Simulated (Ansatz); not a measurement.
```yaml
crystal:
  periodic: [false, false, false]
  atoms:
    - {symbol: K, position_ang: [-1.991069, 1.165699, 0.129832]}
    - {symbol: K, position_ang: [1.759243, 1.492597, -0.132681]}
    - {symbol: K, position_ang: [0.246537, -1.015749, 1.883706]}
    - {symbol: K, position_ang: [0.246537, -1.315749, 1.883706]}
    - {symbol: H, position_ang: [0.014171, 1.293282, 1.811734]}
    - {symbol: H, position_ang: [-0.237459, 1.267472, -1.814632]}
    - {symbol: H, position_ang: [-1.694738, -1.437836, 0.127863]}
    - {symbol: H, position_ang: [1.917963, -1.122927, -0.125016]}
basis:
  gaussian: {orbitals: def2-mTZVPP}
hamiltonian: {xc: {name: wB97X}}
scf: {omitted_lower_state_checks: [starts]}
```

```sh
$ ansatz run in.yaml --threads 2 --pin off --events-out ev --progress --plain --max-ram 4352MiB
```

Output, abridged:

```
Functional definition: wB97X
1083 factors; integrals over basis functions are off by at most 2.9e-4 eV
326 factors; integrals over basis functions are off by at most 4.4e-5 eV
mean field evaluation 1: about -61690.8380 eV, gradient 3.8e1 eV
mean field evaluation 2: about -61694.0579 eV, gradient 7.6e0 eV
mean field evaluation 4: about -61694.3347 eV, gradient 3.7e-1 eV
mean field evaluation 8: about -61694.1337 eV, gradient 5.0e-2 eV
mean field evaluation 16: about -61694.1338 eV, gradient 1.1e-4 eV
a density is far from that of the atoms, so the factors are made again for it
1165 factors; integrals over basis functions are off by at most 2.7e-4 eV
340 factors; integrals over basis functions are off by at most 3.6e-5 eV
mean field -61694.13355570 eV, -2267.2175903863 hartree, gradient 8.2e-6 eV, S^2 0.000000; 0 other end points of the search recorded, 0 dependent functions left out
reference -61694.13347589 eV, -2267.2175874534 hartree; 40, 40 occupied and 52, 52 virtual orbitals, 1165 factors
Total energy: -61694.13347589 eV, -2267.2175874534 hartree
Checks for a lower state left out: starts
```

In this input one atom was put on top of another. Self-consistency was reached. The result belongs to that input, not to the species as meant.
